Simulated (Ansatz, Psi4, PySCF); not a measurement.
C₂H₃O, charge +1, singlet, at a GFN2-xTB geometry, atoms displaced at random by about 0.08 Å a coordinate. Base run: B3LYP/def2-SVP, gradient (PySCF).

Input for PySCF:
```python
from pyscf import gto, scf, dft

mol = gto.Mole()
mol.atom = '''
    C    -0.01902050   -0.11538510   -1.29530538
    C     0.04749564    0.04350086   -0.05601341
    H    -0.08252491    0.72515650   -1.74427508
    H     0.00945728   -1.13962144   -1.85174581
    O    -0.08276428    0.12280037    1.11784217
    H    -0.56874816    0.20760877    1.69222446
'''
mol.basis = 'def2-svp'
mol.charge = 1
mol.verbose = 4
mol.build()

mf = dft.RKS(mol)
mf.xc = 'b3lyp'
mf.kernel()
g = mf.nuc_grad_method()
grad = g.kernel()
```

Programs used: Ansatz (a quantum-chemistry and plane-wave program), Psi4, PySCF; a row that names a program was run with it.

The coordinate followed is x of atom 6.

The base run was repeated with changes; each row names its change, and settings that it needs were set with it.

```csv
change,dE/dx (Eh/bohr),net force (Eh/bohr)
base,0.320147,0.000017
conv_tol = 1e-11,0.320147,0.000017
grids.level = 0; grid_response = off,0.321235,0.003287
density fitting = on,0.320128,0.000017
density fitting = on; auxbasis_response = off,0.320077,0.001958
finite difference step (bohr) = 1e-5; conv_tol = 1e-11,0.320146,-
conv_tol = 1e-4,0.320126,0.000017
code = ansatz,0.320147,0.000000
code = psi4,0.320128,0.000016
conv_tol = 1e-6,0.320141,0.000017
finite difference step (bohr) = 0.05; conv_tol = 1e-11,0.320160,-
grids.level = 5; grid_response = off,0.320147,0.000000
```

The net force is zero for an exact gradient.
